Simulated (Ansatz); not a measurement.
Ansatz (a first-principles code) input:

Ansatz 0.2 input:
```yaml
crystal:
  periodic: [false, false, false]
  atoms:
    - {symbol: Ca, position_ang: [-0.00000000, -0.00000000, -0.60863799]}
    - {symbol: F, position_ang: [0.00000000, 0.00000000, 1.35252886]}
basis:
  gaussian:
    orbitals: def2-SVPD
magnetization: {spin_polarized: true, initial_magnetization: 1}
correlation: {method: ccsd_t, electrons: outside_noble_gas}
output: {forces: true}
```

### Question
Which total energy does the run end on?

### Answer
-776.33336 Eh (CCSD(T)/def2-SVPD). The basis has 50 functions.
